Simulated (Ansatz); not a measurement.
Consider the ligand exchange at the In–I bond: `[F][InH][I]` + `CC(C)N` → `CC(C)[NH][InH][F]` + HI.

Calculated with Ansatz (gas phase, PBE0-D4/def2-TZVP geometries, no zero-point term in ΔE). CBS: MP2 limit from def2 TZ/QZ plus the TZ coupled-cluster correction, frozen cores. Functionals use def2-TZVPP. B3LYP here is the variant with VWN-RPA as its local correlation; programs differ in this. def2 core potentials past Kr. For I, In outer-core shells are correlated without core-valence functions, which leaves a few kJ/mol of doubt a bond. One conformer a species, not always the lowest.

`[F][InH][I]`:

Cartesian coordinates in Å:
```
F 1.170 -1.142 -0.989
In -0.011 0.172 -0.177
I -0.768 -0.606 2.218
H -0.391 1.575 -1.052
```

`CC(C)N`:

Z-matrix (Å, degrees):
```
C
C 1 1.517
H 1 1.094 2 111.2
H 1 1.093 2 110.1 3 119.6
H 1 1.092 2 111.0 3 -119.9
C 2 1.517 1 111.4 3 179.9
N 2 1.458 1 108.8 3 -60.1
H 2 1.104 1 107.8 3 61.7
H 6 1.094 2 111.2 1 -179.8
H 6 1.092 2 111.0 1 -59.9
H 6 1.093 2 110.1 1 60.5
H 7 1.013 2 110.6 1 60.0
H 7 1.013 2 110.6 1 178.4
```

`CC(C)[NH][InH][F]`:

Cartesian coordinates in Å:
```
C -0.065 -1.509 1.015
C 0.474 -0.626 -0.102
C -0.494 -0.573 -1.266
N 0.773 0.710 0.367
In -0.120 2.441 -0.033
F 0.722 3.697 1.222
H -0.220 -2.536 0.670
H -1.019 -1.117 1.380
H 0.630 -1.540 1.858
H 1.405 -1.086 -0.471
H -1.456 -0.152 -0.950
H -0.099 0.038 -2.083
H -0.689 -1.572 -1.660
H 1.404 0.727 1.155
H -1.245 3.100 -1.101
```

HI:

Z-matrix (Å, degrees):
```
I
H 1 1.610
```

| level | ΔE (kJ/mol) |
| --- | --- |
| r2SCAN-D4 | 129.8 |
| PBE0-D4 | 133.6 |
| PBE0 | 138.0 |
| B3LYP | 135.0 |
| HF/def2-TZVPP | 159.5 |
| HF/CBS(def2) | 159.4 |
| MP2/CBS(def2) | 127.5 |
| CCSD/CBS(def2) | 128.9 |

**Question.** What does CCSD(T)/CBS give? (Best estimate.)

**Answer.** The calculation gave: +124.4 kJ/mol. The listed levels differ from it by 5.4, 9.2, 13.6, 10.6, 35.1, 35.0, 3.1, 4.5 kJ/mol.

Largest T1 diagnostic among the species: 0.015.

From PBE to PBE0 (25 % exact exchange), in def2-TZVPP and without D4, ΔE moves by +8.2 kJ/mol. In def2-TZVPP, CCSD(T) changes the Hartree–Fock value by −41.3 kJ/mol (the triples alone add −4.6 kJ/mol) and MP2 by −38.2 kJ/mol.
